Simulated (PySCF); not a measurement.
Vertical excitations of a molecule C5H5Cl from TDDFT-CAM-B3LYP/def2-SVPD (PySCF 2.14.0), as energy in eV (oscillator strength): 4.99 (0.466), 5.17 (0.000), 5.42 (0.000), 6.17 (0.000), 6.64 (0.001), 6.79 (0.000), 7.06 (0.002), 7.11 (0.022), 7.26 (0.000), 7.46 (0.177). Lowest triplet (TDA): 2.83 eV. Coordinates come from a r2SCAN-D4/def2-SVP optimisation. Other conformers were not sampled.

Task: Which molecule gave these data?
A. CC#C/C=C\Cl
B. C=C(Cl)C#CC
C. C=C=C/C=C/Cl
D. C=C=C(Cl)C=C

Result: C, C=C=C/C=C/Cl
